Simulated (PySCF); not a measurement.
# How methods differ on the ionisation energy of K⁺

K⁺ [Ar] (1S) → K²⁺ [Ne] 3s2 3p5 (2P), as a difference of total energies. Computed with PySCF 2.14 in cc-pVTZ-X2C, with scalar relativity by spin-free X2C-1e. Correlated levels: valence: [Ne] 3s2 frozen. The calculations carry no spin-orbit coupling.

```json
{"method": "UHF", "ionisation energy (eV)": "31.173", "difference from reference (eV)": "-0.452"}
{"method": "PBE", "ionisation energy (eV)": "32.372", "difference from reference (eV)": "+0.747"}
{"method": "MN15", "ionisation energy (eV)": "32.708", "difference from reference (eV)": "+1.083"}
{"method": "MP2 (valence)", "ionisation energy (eV)": "31.970", "difference from reference (eV)": "+0.345"}
{"method": "SCS-MP2 (valence)", "ionisation energy (eV)": "31.910", "difference from reference (eV)": "+0.285"}
{"method": "CCSD (valence)", "ionisation energy (eV)": "32.013", "difference from reference (eV)": "+0.388"}
{"method": "CCSD(T) (valence)", "ionisation energy (eV)": "32.016", "difference from reference (eV)": "+0.391"}
```

Reference: 31.625 eV (measured; NIST Atomic Spectra Database, ionization energies).

The reference lies between the lowest fine-structure levels, while these numbers refer to the centres of the terms.

Errors of the correlated levels include the incompleteness of this basis and the frozen core.
